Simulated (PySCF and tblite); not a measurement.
Values are calculated unless marked as measured or tabulated.
Stationary points of C5H10GeSi at PBE0-D3(BJ)/def2-SVP, in Å:

Structure A

```
 1 Si    0.293   -2.591    0.842
 2 C     0.077   -0.870    0.155
 3 C     1.016   -0.178   -0.561
 4 C     0.510    1.181   -0.858
 5 Ge    1.552    2.417    0.316
 6 C    -0.875    1.174   -0.333
 7 C    -1.098   -0.014    0.287
 8 H    -0.790   -3.502    0.358
 9 H     1.617   -3.128    0.404
10 H     0.243   -2.589    2.338
11 H     2.006   -0.537   -0.846
12 H     0.660    1.557   -1.884
13 H     3.032    2.390   -0.112
14 H     1.006    3.847    0.143
15 H     1.393    1.940    1.766
16 H    -1.569    2.013   -0.409
17 H    -2.014   -0.293    0.813
```

Structure B

```
 1 Si   -0.155   -2.639    0.815
 2 C    -0.259   -1.002   -0.074
 3 C     0.714   -0.477   -0.950
 4 C     0.321    0.816   -1.350
 5 Ge    0.680    2.133    0.412
 6 C    -0.957    1.097   -0.689
 7 C    -1.278   -0.040    0.081
 8 H    -1.526   -3.186    1.054
 9 H     0.628   -3.615   -0.001
10 H     0.520   -2.510    2.146
11 H     1.637   -0.972   -1.255
12 H     0.733    1.388   -2.183
13 H     1.929    2.824   -0.187
14 H    -0.211    3.292    0.923
15 H     1.025    1.122    1.504
16 H    -1.636    1.908   -0.959
17 H    -2.163   -0.138    0.711
```

Geometries: PBE0-D3(BJ)/def2-SVP; energies: PBE0/pcSseg-1 + D3(BJ); zero-point and thermal terms from GFN2-xTB harmonic modes (soft modes blended into free rotors).

Question: Which structure is a saddle point, and along which motion?

Answer: B: one imaginary mode (296i cm⁻¹ at GFN2-xTB, mostly on C4, C6, Ge5), along the shift of Ge5 from C4 to C6.

Question: Give their symmetry and energies above the lowest.

Answer: A C1, 0.0 kcal/mol; B Cs, 12.5 kcal/mol.

Spin–orbit effects of heavy atoms on shieldings are missing.
